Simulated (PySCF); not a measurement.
A structure optimised at B3LYP-D3(BJ)/def2-SVP, used in a PySCF frequency run:

```xyz
9

C     -0.3774    -2.2586     0.0000
C      0.2472    -0.9093     0.0000
F      1.5884    -0.9021     0.0000
C     -0.4040     0.2608     0.0000
F     -1.7367     0.3078     0.0000
Cl     0.3604     1.8016     0.0000
H     -0.0577    -2.8271    -0.8894
H     -0.0577    -2.8271     0.8894
H     -1.4718    -2.1819     0.0000
```
Charge 0, spin multiplicity 1.

Write its SMILES, formula and point group.

C/C(F)=C(\F)Cl, C₃H₃ClF₂, Cs

What are its rotational constants (standard atomic weights)?

4.2903, 2.2341, 1.4828 GHz
